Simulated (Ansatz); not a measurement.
Consider the isomerisation: `OC1[SiH2]N[SiH2]1` → `[SiH3]N[SiH]1CO1`.

Gas-phase electronic energies from Ansatz, PBE0-D4/def2-TZVP geometries. CCSD(T)/CBS is the MP2 limit (def2-TZVPP, def2-QZVPP) plus CCSD(T) − MP2 in def2-TZVPP, frozen cores. Functionals use def2-TZVPP. Each species was taken in one conformer, which may not be the lowest.

```
             level  ΔE (kJ/mol)  difference from CCSD(T)/CBS
         r2SCAN-D4        -35.6                         -4.0
           PBE0-D4        -20.5                         11.1
           ωB97X-V        -30.1                          1.5
            B2PLYP        -39.7                         -8.1
              PBE0        -23.2                          8.4
    MP2/def2-TZVPP        -36.6                         -5.0
   CCSD/def2-TZVPP        -34.5                         -2.9
CCSD(T)/def2-TZVPP        -34.8                         -3.2
     HF/def2-QZVPP        -41.4                         -9.8
    CCSD/CBS(def2)        -31.3                          0.3
       CCSD(T)/CBS        -31.6                            0
```

Largest T1 diagnostic among the species: 0.013.

The D4 term adds +5.4 kJ/mol with B3LYP and +2.7 kJ/mol with PBE0; it sums over pairs of atoms, weighted by their polarisabilities, and B3LYP, whose exchange is more repulsive, gets the larger term. In def2-TZVPP, CCSD(T) changes the Hartree–Fock value by +5.1 kJ/mol (the triples alone add −0.3 kJ/mol) and MP2 by +3.3 kJ/mol. From PBE to PBE0 (25 % exact exchange), in def2-TZVPP and without D4, ΔE moves by +4.9 kJ/mol.

CCSD(T)/CBS has its own doubt, a few kJ/mol and more with outer-core shells, so smaller differences from it don't rank the levels.

B3LYP here is the variant with VWN-RPA as its local correlation; programs differ in this.
